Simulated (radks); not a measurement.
Problem. The mean radii <r> (bohr) of the occupied orbitals of an atom or ion are listed with their occupations. Method: scalar-relativistic Kohn-Sham, PBE, spin-unpolarised, spherical densities, finite nucleus; Fermi nuclear charge, rms radius of each element as measured or else 0.836 A^(1/3) + 0.57 fm; computed with a radial shooting solver on a logarithmic mesh with Libxc functionals.

orbital  occ.      <r>
1s          2  0.02842
2s          2   0.1225
2p          6   0.1069
3s          2   0.3263
3p          6   0.3233
3d         10   0.2976
4s          2   0.6914

Name the element and its charge.

Solution. Z = 51, antimony, charge +21: Sb21+ in [Ar] 3d10 4s2. The 1s radius gives Z: for a bare nucleus <r> = (2 gamma + 1)/(2Z) with gamma = sqrt(1 - (Z/c)^2), 0.028 bohr for Z = 51, and screening makes it slightly larger (0.02842 here). The occupations add up to 30, and the charge is Z minus that.
